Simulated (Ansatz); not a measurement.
`[SiH3]CB[AsH2]` + `N[CH2][InH2]` → `N[CH]([AsH2])[InH2]` + `BC[SiH3]` at 700 K and 1 bar (formal exchange of groups at the As–B bond).

Isolated molecules relaxed with PBE0-D4/def2-TZVP in Ansatz; ΔE leaves out vibrations. CBS: MP2 limit from def2 TZ/QZ plus the TZ coupled-cluster correction, frozen cores. Elements past krypton have def2 core potentials. For As, In outer-core shells are correlated without core-valence functions, which leaves a few kJ/mol of doubt a bond. Scalar relativity is left out up to krypton. Each species was taken in one conformer, which may not be the lowest.

| species | CCSD(T)/CBS energy (Eh) | H − E (kJ/mol) | S (J/(mol·K)) |
| --- | --- | --- | --- |
| `[SiH3]CB[AsH2]` | -2591.73639 | 298.6 | 497.9 |
| `N[CH2][InH2]` | -286.12674 | 235.5 | 420.6 |
| `N[CH]([AsH2])[InH2]` | -2521.72764 | 273.0 | 513.5 |
| `BC[SiH3]` | -356.11784 | 256.7 | 404.7 |

H − E and S are ideal-gas, rigid-rotor, harmonic terms from PBE0-D4/def2-TZVP, for one conformer and one mirror image of each species. 1 Eh = 2625.50 kJ/mol, R = 8.31446 J/(mol·K).

Q: By hand: ΔE, ΔH, ΔS and ΔG.

A: ΔE = (-2521.72764) + (-356.11784) − (-2591.73639) − (-286.12674) = 0.01765 Eh = 46.3 kJ/mol. Δ(H − E) = 273.0 + 256.7 − 298.6 − 235.5 = -4.4, so ΔH = 41.9 kJ/mol. ΔS = 513.5 + 404.7 − 497.9 − 420.6 = -0.3 J/(mol·K). ΔG = 41.9 − 700 × (-0.3)/1000 = 42.1 kJ/mol.

Q: By hand: the equilibrium constant, and the temperature at which ΔG would vanish if ΔH and ΔS stayed fixed.

A: log₁₀ K = −ΔG/(RT ln 10) = -3.1. ΔH and −TΔS have one sign here, so there is no such temperature. One of them is within its doubt of zero, so this could turn.

The number of gas molecules stays the same, so ΔS is small and ΔH decides. A doubt of 5 kJ/mol in ΔE shifts log₁₀ K by 0.4 here. Other conformers and mirror images would add mixing entropy, several J/(mol·K) or more a flexible species. Modes under 60 cm⁻¹, often nearly free rotors, make the harmonic entropy too high. These are equilibria of isolated gas molecules and say nothing of rates. Largest T1 diagnostic: 0.013 (customary marks: 0.02 for closed shells, 0.045 for open ones).
